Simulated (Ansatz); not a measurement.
Ansatz (a first-principles code) input (B2PLYP/def2-TZVPD):

Ansatz 0.2 input:
```yaml
crystal:
  periodic: [false, false, false]
  atoms:
    - {symbol: C, position_ang: [-2.70591650, 0.53500563, 0.42417535]}
    - {symbol: O, position_ang: [-1.74441065, -0.18684046, -0.19701510]}
    - {symbol: B, position_ang: [-0.40826472, -0.08646607, -0.08392259]}
    - {symbol: Br, position_ang: [0.43316639, 1.20688108, 1.07568183]}
    - {symbol: Br, position_ang: [0.66307232, -1.28856702, -1.12803070]}
    - {symbol: H, position_ang: [-3.71489393, 0.26471020, 0.16668855]}
    - {symbol: H, position_ang: [-2.42135300, 1.31131816, 1.11620331]}
basis:
  gaussian:
    orbitals: def2-TZVPD
hamiltonian:
  xc: {name: B2PLYP}
magnetization: {spin_polarized: true, initial_magnetization: 1}
correlation: {electrons: outside_noble_gas}
```

End of the output:

```
integrals: 0.51 GiB planned
1599 factors; integrals over basis functions are off by at most 1.3e-3 eV
0.39 GiB of the device are held for the grids
1.96 GiB of device memory are held for the factors and their scratch space
mean field: 2.93 GiB planned
mean field evaluation 1: about -143853.1901 eV, gradient 2.5e1 eV
mean field evaluation 2: about -143853.2827 eV, gradient 2.5e1 eV
mean field evaluation 4: about -143855.6430 eV, gradient 3.4e0 eV
mean field evaluation 8: about -143855.6973 eV, gradient 1.6e-1 eV
mean field evaluation 16: about -143855.6977 eV, gradient 5.1e-4 eV
mean field -143855.69772177 eV, -5286.5993823810 hartree, gradient 7.5e-6 eV, S^2 0.757007; 0 other end points of the search recorded, 0 dependent functions left out
31 core orbitals not correlated
reference -143855.69790525 eV, -5286.5993891237 hartree; 15, 14 occupied and 200, 201 virtual orbitals, 1599 factors
second order -26.12664197 eV of doubles, -0.00000000 eV of singles
Total energy: -143862.75209858 eV, -5286.8586259471 hartree
```

It need not be the lowest isomer of its formula.
